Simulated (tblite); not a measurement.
Parent: `[N:1]#[C:2][C@:3]1([F:4])[CH2:5][CH2:6][CH2:7][SiH2:8]1` with C2–C3–C5–C6 -160°, C3–C5–C6–C7 51°, C5–C6–C7–Si8 -40°, C6–C7–Si8–C3 16°, C5H8FNSi.

Computed geometry: GFN2-xTB, gas phase. One conformer each, not checked by frequencies here.

| coordinate of the parent | value |
| --- | --- |
| N1≡C2 | 1.145 Å |
| C2–C3 | 1.433 Å |
| C3–F4 | 1.401 Å |
| C3–C5 | 1.531 Å |
| C5–C6 | 1.526 Å |
| C6–C7 | 1.533 Å |
| C7–Si8 | 1.906 Å |
| C3–Si8 | 1.951 Å |
| N1–C2–C3 | 176.6° |
| C2–C3–F4 | 109.3° |
| C2–C3–C5 | 112.2° |
| C2–C3–Si8 | 113.6° |
| F4–C3–C5 | 109.0° |
| F4–C3–Si8 | 107.5° |
| C5–C3–Si8 | 105.1° |
| C3–C5–C6 | 108.0° |
| C5–C6–C7 | 108.3° |
| C6–C7–Si8 | 105.3° |
| C3–Si8–C7 | 92.1° |

Q: How does the shared frame change in `[CH3:1][Si@@H:2]1[CH2:3][CH2:4][CH2:5][C@:6]1([F:7])[C:8]#[N:9]` with C1–Si2–C3–C4 -131°, Si2–C3–C4–C5 40°, C3–C4–C5–C6 -51°, C4–C5–C6–F7 -79°, C6H10FNSi? Atoms pair as N1 = N9, C2 = C8, C3 = C6, F4 = F7, C5 = C5, C6 = C4, C7 = C3, Si8 = Si2 (parent first).

A: 
```
   parent   relative  value in the relative  change
    N1≡C2      N9≡C8                1.145 Å   0.000
    C2–C3      C8–C6                1.432 Å  -0.001
    C3–F4      C6–F7                1.400 Å  -0.001
    C3–C5      C6–C5                1.530 Å  -0.001
    C5–C6      C5–C4                1.526 Å   0.000
    C6–C7      C4–C3                1.532 Å  -0.001
   C7–Si8     C3–Si2                1.909 Å  +0.003
   C3–Si8     C6–Si2                1.956 Å  +0.005
 N1–C2–C3   N9–C8–C6                 176.1°    -0.5
 C2–C3–F4   C8–C6–F7                 109.3°     0.0
 C2–C3–C5   C8–C6–C5                 112.1°    -0.1
C2–C3–Si8  C8–C6–Si2                 113.6°     0.0
 F4–C3–C5   F7–C6–C5                 109.0°     0.0
F4–C3–Si8  F7–C6–Si2                 107.6°    +0.1
C5–C3–Si8  C5–C6–Si2                 104.9°    -0.2
 C3–C5–C6   C6–C5–C4                 108.1°    +0.1
 C5–C6–C7   C5–C4–C3                 108.3°     0.0
C6–C7–Si8  C4–C3–Si2                 105.2°    -0.1
C3–Si8–C7  C6–Si2–C3                  92.1°     0.0
```

Of the parent's bonds, C3–Si8 changes most (+0.005 Å). Bonds of the relative outside the shared frame: C1–Si2 1.893 Å. Point group C1 → C1.
